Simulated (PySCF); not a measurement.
# TDDFT excited states: H7P3Si

Compound: H₇P₃Si.
Z-matrix (Å and degrees, GFN2-xTB geometry), rows numbered from 1:
```
Si
P   1  2.2491
P   2  2.1652  1   96.51
P   3  2.1592  2   97.84  1   172.75
H   1  1.4648  2  106.63  3   -76.29
H   1  1.4647  2  112.84  3    44.49
H   1  1.4625  2  105.08  3   165.20
H   2  1.3897  1   95.24  3   -93.81
H   3  1.3953  2   93.63  1    77.64
H   4  1.3980  3   92.48  2    79.20
H   4  1.3961  3   93.01  2   171.39
```

Computed, not measured: PySCF, TDDFT PBE0/def2-SVPD, vertical, gas phase, core orbitals frozen in the response.

**Question.** List the vertical singlet excitations with oscillator strengths and describe the spectrum.

**Answer.** 

| state | E (eV) | E (hartree) | f | main configurations (H = HOMO, L = LUMO) |
| --- | --- | --- | --- | --- |
| S1 | 4.83 | 0.1775 | 0.019 | H→L (93%) |
| S2 | 5.04 | 0.1854 | 0.038 | H→L+1 (84%), H→L+2 (9%) |
| S3 | 5.16 | 0.1898 | 0.034 | H→L+2 (65%), H→L+3 (28%) |
| S4 | 5.27 | 0.1935 | 0.063 | H→L+3 (66%), H→L+2 (23%) |
| S5 | 6.04 | 0.2218 | 0.038 | H→L+4 (80%), H→L+5 (9%) |
| S6 | 6.14 | 0.2256 | 0.024 | H-1→L (62%), H→L+5 (13%), H→L+4 (11%) |
| S7 | 6.31 | 0.2321 | 0.0085 | H→L+5 (62%), H-1→L (24%) |
| S8 | 6.37 | 0.2342 | 0.076 | H-1→L+1 (42%), H→L+6 (32%), H→L+7 (12%) |

Triplets (Tamm–Dancoff): T1 4.07 eV, H→L (88%); T2 4.22 eV, H→L+1 (78%), H→L+2 (9%); T3 4.71 eV, H→L+3 (79%), H→L+2 (9%).

The lowest singlet comes at 257 nm (466 kJ/mol) in the ultraviolet; it is weak; its leading configuration is HOMO→LUMO (93%). The most intense listed level is S8 at 6.37 eV (195 nm, f = 0.076), 1.54 eV above S1. It is the last of those listed, so stronger ones may follow. Löwdin shares by element: HOMO phosphorus 87%; LUMO phosphorus 64%, silicon 15% (atoms not listed hold the other 21%). The listed states span 1.54 eV, and the widest gap between neighbours is 0.77 eV (S4 to S5). Of the 8 states listed, 7 reach f = 0.01 and none stays under 0.0005. The oscillator strengths of these states sum to 0.300; summed over the whole spectrum of an exact calculation they would give the number of electrons, 66 (Thomas–Reiche–Kuhn). Only the lowest 8 singlets were computed, as vertical energies without vibronic structure.

One conformer stands for the species.
